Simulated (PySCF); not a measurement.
MH₄ across group 14

Level: PBE, basis family def2-TZVP, no relativity.

Each entry is the lowest minimum that a search over a few typed start shapes (and spin states, where more than one is plausible) found, or that minimum re-optimised at the stated level; isomers with ligand–ligand bonds, or fragments after loss of a ligand pair, can lie lower. Open shells are unrestricted; no spin–orbit coupling; PySCF with density fitting.

```
molecule  2S+1  point group  mean bond to the central atom (Å)  highest ω (cm⁻¹)  lowest ω (cm⁻¹)  distinct angles (°)
     CH₄     1           Td                              1.096              3091             1286                  109
    SiH₄     1           Td                              1.493              2188              873                  109
    GeH₄     ?            ?                                  ?                 ?                ?                    ?
```

Question: Fill in the row of GeH₄.

Answer: 2S+1: 1; point group: Td; mean bond to the central atom (Å): 1.544; highest ω (cm⁻¹): 2112; lowest ω (cm⁻¹): 787; distinct angles (°): 109.

The bond lengthens at every step; the largest change, 0.397 Å, falls between CH₄ and SiH₄ among the members listed.

Left out of the table are members whose search was unfinished or whose lowest solution was spin-contaminated, unstable, very soft or bonded differently.
